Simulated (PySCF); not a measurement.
C2H2F, SMILES [C](=C)F, multiplicity 2.

The structure is a stationary point at B3LYP-D3(BJ)/def2-TZVP. The isomer is the one that the SMILES or the coordinates give; other isomers of the formula were not compared.

Two levels are set side by side: PBE/def2-TZVPD (PySCF) and r2SCAN/def2-TZVPD (PySCF). Same geometry, gas phase. Differences are taken from unrounded values.

```json
[
 {"quantity": "α-spin orbital gap (eV)", "PBE": "5.24"},
 {"quantity": "β-spin orbital gap (eV)", "PBE": "2.91"},
 {"quantity": "dipole moment (D)", "PBE": "0.98"},
 {"quantity": "mean polarisability (bohr³)", "PBE": "28.2"}
]
```

**Question.** These are the PBE values. What does r2SCAN give? (The exact figures need the calculation; the answer reports its results.)

**Answer.** 
| quantity | r2SCAN | PBE minus r2SCAN |
|---|---|---|
| α-spin orbital gap (eV) | 6.03 | -0.79 |
| β-spin orbital gap (eV) | 3.92 | -1.01 |
| dipole moment (D) | 1.01 | -0.03 |
| mean polarisability (bohr³) | 27.1 | 1.0 |

Rough cost on one machine, each run with all the roots and properties that it gave: r2SCAN against PBE about 2 times.
